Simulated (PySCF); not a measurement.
GaH₃, SMILES [GaH3].

The structure is a stationary point at r2SCAN-D4/def2-TZVPD. The isomer is the one that the SMILES or the coordinates give; other isomers of the formula were not compared.

Calculation: PBE0/def2-TZVPD (PySCF).

The molecule is in vacuum.

```
Item                                                                                                            Value
---------------------------------------------------------------------------------------------  ----------------------
total energy                                                                                      -1926.36086 hartree
point group                                                                                                       D3h
highest occupied level                                                                                       -8.59 eV
lowest empty level                                                                                           -1.81 eV
orbital gap                                                                                                   6.78 eV
dipole moment                                                                                                  0.00 D
quadrupole, principal values (traceless, Buckingham form, about the centre of nuclear charge)  -2.69, -2.69, 5.38 D·Å
mean static polarisability                                                                       33.0 bohr³ (4.89 Å³)
polarisability, principal values                                                               25.9, 36.6, 36.6 bohr³
```
